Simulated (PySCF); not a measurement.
A structure optimised at PBE0-D3(BJ)/def2-TZVP, used in a PySCF frequency run:

```
C
H 1 1.0779
H 1 1.0791 2 121.15
S 1 1.7072 2 121.99 3 180.00
H 4 1.3418 1 98.09 2 0.00
```
Charge 0, spin multiplicity 2.

**Question.** Write its SMILES, formula and point group.

**Answer.** [CH2]S, CH₃S, Cs

**Question.** What are its rotational constants (standard atomic weights)?

**Answer.** 144.91, 15.754, 14.209 GHz
